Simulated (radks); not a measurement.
Question: The tantalum ion Ta39+, 34 electrons, occupied as [Ar] 3d10 4s2 4p4. Calculated with a radial shooting solver on a logarithmic mesh with Libxc functionals: non-relativistic Kohn-Sham, LB94 model potential, spin-polarised, spherical densities, point nucleus; open shells are filled with parallel spins first (spin-orbit coupling, left out, can overturn this in heavy ions); relativity is left out, which matters for an element this heavy. Some entries of the table are withheld. Estimate them.

orbital  occ.  eigenvalue (hartree)  <r^2> (bohr^2)
1s up       1             -2349.073       0.0005745
1s down     1             -2349.072       0.0005745
2s up       1             -439.5923        0.008973
2s down     1             -439.5583        0.008973
2p up       3             -424.2348        0.006632
2p down     3             -424.1744        0.006633
3s up       1             -147.6297         0.05473
3s down     1             -147.6207         0.05479
3p up       3             -140.5903         0.05046
3p down     3             -140.5710         0.05052
3d up       5             -127.6397             (1)
3d down     5             -127.6185             (2)
4s up       1             -70.67956             (3)
4s down     1             -70.54733             (4)
4p up       3             -67.64502          0.2106
4p down     1             -67.52383          0.2098

Answer: 
(1) 3d up <r^2> (bohr^2): 0.03896
(2) 3d down <r^2> (bohr^2): 0.03900
(3) 4s up <r^2> (bohr^2): 0.2127
(4) 4s down <r^2> (bohr^2): 0.2119
